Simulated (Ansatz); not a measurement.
One change: `C=[C]([GeH3])C=O` becomes `C=[C](S)[GeH3]`.

Ansatz, PBE0-D4/def2-TZVP geometries, multiplicity 1. Each molecule was computed in one conformer, which needn't be the lowest.

Scalar relativity is left out up to krypton.

```csv
property,`C=[C]([GeH3])C=O`
HOMO–LUMO gap (ωB97M-V/def2-TZVPP) / eV,10.26
HOMO energy (B3LYP/def2-TZVPP) / eV,-7.42
LUMO energy (ωB97M-V/def2-TZVPP) / eV,0.22
size of the dipole moment (PBE/def2-TZVPP) / D,2.88
HOMO–LUMO gap (PBE0/def2-TZVPP) / eV,5.66
HOMO energy (PBE0/def2-TZVPP) / eV,-7.65
```

**Question.** What does the change do to each property? (Best estimate.)

**Answer.** Computed: 
```
                                      property  `C=[C](S)[GeH3]`  shift
       HOMO–LUMO gap (ωB97M-V/def2-TZVPP) / eV             10.41   0.15
           HOMO energy (B3LYP/def2-TZVPP) / eV             -6.44   0.98
         LUMO energy (ωB97M-V/def2-TZVPP) / eV              1.63   1.41
size of the dipole moment (PBE/def2-TZVPP) / D              0.74  -2.14
          HOMO–LUMO gap (PBE0/def2-TZVPP) / eV              6.23   0.57
            HOMO energy (PBE0/def2-TZVPP) / eV             -6.66   0.99
```

With PBE0 the HOMO rises by 0.99 eV and the LUMO rises by 1.56 eV, so the gap widens by about 0.57 eV. PBE moves the HOMO by 0.48 eV and ωB97M-V by 1.25 eV. Dipoles are sizes alone; their direction can turn.

B3LYP here is the variant with VWN-RPA as its local correlation; programs differ in this.
